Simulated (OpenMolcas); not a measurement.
**What dynamic correlation does to the levels of Sc**

| Item | Value |
| --- | --- |
| Program | OpenMolcas 26.06 |
| Basis | ANO-RCC-VQZP [7s6p4d3f2g1h] |
| Scalar Hamiltonian | DKH2, point nucleus |
| Active space | 3 electrons in 11 orbitals (3d 4s 4d) |
| State averaging | 2S+1 = 2 even, 29 roots; 2S+1 = 4 even, 10 roots kept (CI in the orbitals of an earlier block) |
| Spin-orbit coupling | RASSI with atomic mean-field integrals over the reference wave functions, term energies averaged over their components |

Methods on the same reference wave functions:
A. CASSCF
B. SS-CASPT2, IPEA 0.25 Eh, imaginary shift 0.1 Eh (closed shells correlated: 3s 3p)
C. MS-CASPT2, IPEA 0.25 Eh, imaginary shift 0.1 Eh (closed shells correlated: 3s 3p)

Energies in cm⁻¹ above 3d 4s² ²D_3/2, the measured ground level; measured values from NIST Handbook of Basic Atomic Spectroscopic Data.

```json
{"Level": "3d 4s² ²D_3/2", "A": "0.0", "B": "0.0", "C": "0.0", "Measured": "0.0"}
{"Level": "3d 4s² ²D_5/2", "A": "191", "B": "191", "C": "195", "Measured": "168"}
{"Level": "3d² 4s ⁴F_3/2", "A": "8258", "B": "8300", "C": "8420", "Measured": "11520"}
{"Level": "3d² 4s ⁴F_5/2", "A": "8301", "B": "8340", "C": "8460", "Measured": "11558"}
{"Level": "3d² 4s ⁴F_7/2", "A": "8362", "B": "8400", "C": "8520", "Measured": "11610"}
{"Level": "3d² 4s ⁴F_9/2", "A": "8440", "B": "8480", "C": "8600", "Measured": "11677"}
{"Level": "3d² 4s ²F_5/2", "A": "15267", "B": "11980", "C": "12090", "Measured": "14926"}
{"Level": "3d² 4s ²F_7/2", "A": "15387", "B": "12100", "C": "12210", "Measured": "15042"}
{"Level": "3d² 4s ⁴P_1/2", "A": "15625", "B": "14840", "C": "14950", "Measured": ""}
{"Level": "3d² 4s ⁴P_3/2", "A": "15648", "B": "14860", "C": "14980", "Measured": ""}
{"Level": "3d² 4s ⁴P_5/2", "A": "15684", "B": "14910", "C": "15020", "Measured": ""}
{"Level": "3d² 4s ²D_3/2", "A": "16648", "B": "13890", "C": "14130", "Measured": ""}
{"Level": "3d² 4s ²D_5/2", "A": "16657", "B": "13890", "C": "14120", "Measured": ""}
{"Level": "3d² 4s ²G_9/2", "A": "19604", "B": "17820", "C": "17930", "Measured": ""}
{"Level": "3d² 4s ²G_7/2", "A": "19613", "B": "17820", "C": "17940", "Measured": ""}
{"Level": "3d² 4s ²P_1/2", "A": "20700", "B": "18210", "C": "18320", "Measured": ""}
{"Level": "3d² 4s ²P_3/2", "A": "20748", "B": "18250", "C": "18370", "Measured": ""}
```

Deviations, from unrounded energies. A percentage is the sum of absolute deviations over the sum of measured energies, with the sign that they share, or ± where signs differ.

```json
{"Against measurement": "mean absolute deviation (cm-1)", "Levels": "7", "A": "2000", "B": "2700", "C": "2600"}
{"Against measurement": "fine structure of the ground term (%)", "Levels": "1", "A": "+13.3", "B": "+13.3", "C": "+16.0"}
{"Against measurement": "other configurations (%)", "Levels": "6", "A": "±17.9", "B": "-24.5", "C": "-23.6"}
```

A lies closest to measurement on these levels and B furthest from it. The largest miss of A in the table is 3d² 4s ⁴F_3/2, by -3300 cm-1. The ranking rests on the paired levels alone, and a cruder setting can come out closer through cancelling errors.

Between B and C the level of the table that moves most is 3d² 4s ²D_3/2, by 230 cm-1 (lowest in B, highest in C). Moves below CASPT2's spread within the term are not significant.

The mean deviations of B to C differ by less than CASPT2's widest spread within a term (940 cm-1), so their order carries little weight.

The lowest spin-free term lies below A's lowest term by 0.342 hartree in B, 0.342 hartree in C.

CASPT2 breaks the degeneracy within a term, and the mean is taken; among the terms shown or strongly mixed into the levels shown the widest spread is 940 cm-1 (3d² 4s ²G, C). Terms from blocks run as CI alone lack orbitals of their own. Active for correlation alone: 4d; no level in the range computed is led by a configuration that fills it, so any true level of that kind is missing. Without dynamic correlation excited terms often stand tens of per cent too high (terms of higher spin than the ground term too low), and those without a measured partner can miss by more than the paired ones (holds for A). The CASPT2 spread within a term exceeds the gap to the next term for 3d² 4s ²G and 3d² 4s ²P, so the order of their levels is uncertain (holds for B; C). Computed and measured levels are paired by configuration, term and J; levels that our copy of the source lacks, or whose pairing is in doubt (as where it misses far off the trend of its configuration), stay unpaired and out of the deviations. Levels of configurations outside the active space are missing.
